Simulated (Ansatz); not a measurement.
Energy difference 3 R1 + R2 → P1 + P2 + 2 P3, each structure at its B3LYP-D3(BJ)/def2-TZVP stationary point, reached from a drawn start (curvature not checked).
R1: H2 (SMILES [H][H]), charge 0, multiplicity 1.
P1: HCl (SMILES Cl), charge 0, multiplicity 1.
P2: NH3 (SMILES N), charge 0, multiplicity 1.
P3: SiH4 (SMILES [SiH4]), charge 0, multiplicity 1.
R2: ClH6NSi2 (SMILES [SiH3]N[SiH2]Cl), charge 0, multiplicity 1.

P less R. No zero-point or thermal terms. One arrangement of each flexible species, with no search for the lowest.

Correlated levels freeze the cores.

The values were computed with Ansatz (an electronic-structure program) with Gaussian orbitals. No computed number here is a measurement.

Total energies in hartree:

```csv
structure,PBE/def2-TZVPP,PBE0/def2-TZVPP,CCSD(T)/cc-pV(T+d)Z
R1,-1.166122,-1.168485,-1.172336
P1,-460.627412,-460.665459,-460.339793
P2,-56.510610,-56.515727,-56.473042
P3,-291.721620,-291.756591,-291.440117
R2,-1097.130230,-1097.236196,-1096.230003
```

Q: Work out the reaction energy at each level in kJ/mol (1 hartree = 2625.49964 kJ/mol), and say how far PBE/def2-TZVPP lies from CCSD(T)/cc-pV(T+d)Z.

A: 
- PBE/def2-TZVPP: 2 × (-291.721620) + (-460.627412) + (-56.510610) − (-1097.130230) − 3 × (-1.166122) = 0.047334 hartree = 124.3 kJ/mol
- PBE0/def2-TZVPP: 2 × (-291.756591) + (-460.665459) + (-56.515727) − (-1097.236196) − 3 × (-1.168485) = 0.047283 hartree = 124.1 kJ/mol
- CCSD(T)/cc-pV(T+d)Z: 2 × (-291.440117) + (-460.339793) + (-56.473042) − (-1096.230003) − 3 × (-1.172336) = 0.053942 hartree = 141.6 kJ/mol
PBE/def2-TZVPP less CCSD(T)/cc-pV(T+d)Z: -17.3 kJ/mol. CCSD(T)/cc-pV(T+d)Z is the level counted from, the highest shown, and no exact or measured value.
